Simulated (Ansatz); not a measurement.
C₂H₉BSSi at its PBE0-D4/def2-TZVP geometry, where that method's forces vanish. Charge 0, multiplicity 1. The bonds changed during the relaxation, so this is another structure than the one it started from.

```xyz
14

C    -1.9689    0.1419    1.3349
S    -0.3004   -0.4861    1.0972
C     0.5895    1.0190    0.5703
B     0.2208    0.1868   -0.7069
Si    1.5818   -1.0120   -1.5619
H    -2.6528   -0.7037    1.2632
H    -2.1974    0.8611    0.5500
H    -2.0535    0.6005    2.3200
H     1.5941    1.0089    0.9843
H     0.0336    1.9092    0.8536
H    -0.7714    0.4885   -1.3098
H     2.6011   -1.4843   -0.5735
H     0.9884   -2.2310   -2.1846
H     2.3350   -0.2987   -2.6367
```

Q: What forces (eV/Å) does r2SCAN-D4/def2-TZVPP give on these atoms in Ansatz 0.2.0? (Estimate.)

A: Ansatz gave: 
```
C1  -0.184  0.067  0.034
S2   0.069 -0.196  0.053
C3   0.108  0.180  0.000
B4  -0.017 -0.039 -0.130
Si5  0.012 -0.014 -0.008
H6   0.012  0.021  0.003
H7   0.003 -0.015  0.022
H8  -0.003 -0.008 -0.017
H9  -0.014  0.002  0.004
H10 -0.002 -0.006  0.017
H11  0.025 -0.006  0.018
H12 -0.016  0.009 -0.018
H13  0.015  0.020  0.007
H14 -0.008 -0.015  0.015
```
